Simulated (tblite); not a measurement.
Compound: C3H2BCl2 (charge +1).
Structure used (GFN2-xTB), in Å, numbered top down from 1:
```xyz
8
C3H2BCl2 angstrom
Cl     2.1506    1.1720    1.2052
B      1.5273    0.1067    0.0395
Cl     2.3941   -0.8410   -1.0670
C     -0.0267   -0.0047   -0.0091
C     -1.2693    0.4218   -0.4898
C     -1.2234   -0.5969    0.4081
H     -1.8261    1.0839   -1.1201
H     -1.7174   -1.3324    1.0086
```

Computed values, GFN2-xTB/tblite, gas phase, harmonic and unscaled. Against measured fundamentals such values can be off by several per cent, at times by over 20. One conformer, not necessarily the lowest. The optimisation stopped once no atom felt more than 0.01 eV/Å.

Lowest wavenumbers of the output (negative numbers stand for imaginary wavenumbers):
```
mode    cm-1
  1     -39.7
  2      46.1
  3     163.8
  4     205.8
  5     432.6
  6     453.7
  7     458.3
  8     785.5
  9     803.3
 10     807.7
```

**Question.** Is this structure a minimum?

**Answer.** Not by this Hessian. 1 mode is imaginary beyond 20i (40i cm⁻¹), so at this level the point lies at or near a first-order saddle. The curvature is small, so loose convergence or finite differences may be the whole cause.

**Question.** Which atoms move in the imaginary mode?

**Answer.** 40i: Cl1 (chlorine bonded to B) 29 %, Cl3 (chlorine bonded to B) 27 %, C6 (unsaturated ring CH carbon) 15 %, C5 (unsaturated ring CH carbon) 15 %. These are shares of the mass-weighted motion.

**Question.** What is the remedy?

**Answer.** Step along that mode in both directions, optimise again with tighter thresholds and repeat the frequencies. The zero-point energy of this point (24.6 kcal/mol) counts the 17 real modes alone, and thermal corrections from it aren't those of a minimum.
